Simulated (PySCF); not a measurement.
Members of one series of related molecules.

All values: CAM-B3LYP/def2-SVPD (PySCF) at GFN2-xTB geometries, gas phase, one conformer each. Core orbitals are frozen in the response; Δα² is half the sum of the squared differences of the principal polarisabilities.

(1) Rank by polarisability anisotropy Δα, highest first.
A. `[CH3:1][S:2][CH:3]([SiH2:4][F:5])[SiH2:6][F:7]` with C1–S2–C3–Si4 82°, S2–C3–Si4–F5 -66°, S2–C3–Si6–F7 -175°
B. `[CH3:1][S:2]/[C:3](=[CH:4]\[F:5])[SiH2:6][F:7]` with C1–S2–C3–C4 0°, S2–C3–Si6–F7 179°
C. `[CH3:1][O:2][C@H:3]([CH2:4][F:5])[SiH2:6][F:7]` with C1–O2–C3–C4 -72°, O2–C3–C4–F5 81°, O2–C3–Si6–F7 175°

(2) Rank by mean static polarisability, highest first.
A. `CO[C@H](CF)[SiH2]F`
B. `CSC([SiH2]F)[SiH2]F`
C. `CS[C@@H](C)[SiH2]F`

## Answers

(1) B (4.68 Å³), A (3.29 Å³), C (2.03 Å³).

(2) B (13.94 Å³), C (12.30 Å³), A (9.97 Å³).

All values together:

| SMILES | formula | μ (D) | HOMO (eV) | LUMO (eV) | α (Å³) | Δα (Å³) | electrons | α per electron (Å³) |
| --- | --- | --- | --- | --- | --- | --- | --- | --- |
| CS[C@@H](C)[SiH2]F | C3H9FSSi | 1.92 | -7.90 | 0.69 | 12.30 | 3.50 | 66 | 0.186 |
| CS/C(=C\F)[SiH2]F | C3H6F2SSi | 1.29 | -7.76 | 0.39 | 12.29 | 4.68 | 72 | 0.171 |
| CSC([SiH2]F)[SiH2]F | C2H8F2SSi2 | 1.24 | -7.97 | 0.35 | 13.94 | 3.29 | 82 | 0.170 |
| CO[C@H](CF)[SiH2]F | C3H8F2OSi | 1.32 | -9.31 | 0.84 | 9.97 | 2.03 | 66 | 0.151 |

Conformers: `[CH3:1][S:2][C@@H:3]([CH3:4])[SiH2:5][F:6]` with C1–S2–C3–C4 74°, S2–C3–Si5–F6 178°; `[CH3:1][S:2]/[C:3](=[CH:4]\[F:5])[SiH2:6][F:7]` with C1–S2–C3–C4 0°, S2–C3–Si6–F7 179°; `[CH3:1][S:2][CH:3]([SiH2:4][F:5])[SiH2:6][F:7]` with C1–S2–C3–Si4 82°, S2–C3–Si4–F5 -66°, S2–C3–Si6–F7 -175°; `[CH3:1][O:2][C@H:3]([CH2:4][F:5])[SiH2:6][F:7]` with C1–O2–C3–C4 -72°, O2–C3–C4–F5 81°, O2–C3–Si6–F7 175°.
